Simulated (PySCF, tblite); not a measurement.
Isomers of C5H10ClNSi, one GFN2-xTB conformer each. Single-point energies are computed at PBE0/pcSseg-1 (PySCF, gas phase, no added dispersion term), electronic only.

| SMILES | GFN2-xTB relative energy (kJ/mol) |
| --- | --- |
| C[C@]([SiH3])(Cl)CCC#N | 71.5 |
| N#CC[C@@H]([SiH3])CCCl | 88.7 |
| C[C@H](C#N)[Si](C)(C)Cl | 0.0 |

Conformers: `[CH3:1][C@:2]([SiH3:3])([Cl:4])[CH2:5][CH2:6][C:7]#[N:8]` with C1–C2–C5–C6 179°, C2–C5–C6–C7 -176°; `[N:1]#[C:2][CH2:3][C@@H:4]([SiH3:5])[CH2:6][CH2:7][Cl:8]` with C2–C3–C4–Si5 -61°, C3–C4–C6–C7 177°, C4–C6–C7–Cl8 -59°; `[CH3:1][C@H:2]([C:3]#[N:4])[Si:5]([CH3:6])([CH3:7])[Cl:8]` with C1–C2–Si5–C6 -179°.

Question: What does PBE0/pcSseg-1 give for the same structures?

Answer: 
```json
{"SMILES": "C[C@H](C#N)[Si](C)(C)Cl", "PBE0/pcSseg-1 E (Eh)": "-1000.43390", "PBE0/pcSseg-1 (kJ/mol)": "0.0", "GFN2-xTB (kJ/mol)": "0.0", "point group": "C1"}
{"SMILES": "C[C@]([SiH3])(Cl)CCC#N", "PBE0/pcSseg-1 E (Eh)": "-1000.33874", "PBE0/pcSseg-1 (kJ/mol)": "249.8", "GFN2-xTB (kJ/mol)": "71.5", "point group": "C1"}
{"SMILES": "N#CC[C@@H]([SiH3])CCCl", "PBE0/pcSseg-1 E (Eh)": "-1000.33568", "PBE0/pcSseg-1 (kJ/mol)": "257.9", "GFN2-xTB (kJ/mol)": "88.7", "point group": "C1"}
```

Both levels put the same isomer lowest; measured from each level's own lowest isomer, the values differ by up to 178.3 kJ/mol (C[C@]([SiH3])(Cl)CCC#N: 71.5 against 249.8). Neighbours under 10 kJ/mol apart (C[C@]([SiH3])(Cl)CCC#N and N#CC[C@@H]([SiH3])CCCl) can change places with a better method, another conformer or zero-point energy.

Question: Which frontier levels, dipoles and rotational constants go with these structures?

Answer: 
```tsv
SMILES	HOMO (eV, PBE0/pcSseg-1)	LUMO (eV)	dipole (D)	A, B, C (MHz)
C[C@H](C#N)[Si](C)(C)Cl	-8.46	0.40	2.28	1907, 1004, 860.8
C[C@]([SiH3])(Cl)CCC#N	-8.39	-0.10	4.09	2047, 795.1, 726.9
N#CC[C@@H]([SiH3])CCCl	-8.69	0.25	1.97	2388, 744.1, 659.7
```

Question: What happens when harmonic zero-point energies from GFN2-xTB frequencies are added?

Answer: 
```
                 SMILES  ZPE (kJ/mol)  electronic (kJ/mol)  with ZPE (kJ/mol)
C[C@H](C#N)[Si](C)(C)Cl         365.0                  0.0                0.0
 C[C@]([SiH3])(Cl)CCC#N         350.4                249.8              235.3
 N#CC[C@@H]([SiH3])CCCl         352.1                257.9              245.0
```

The zero-point energies span 14.6 kJ/mol. The order is unchanged.
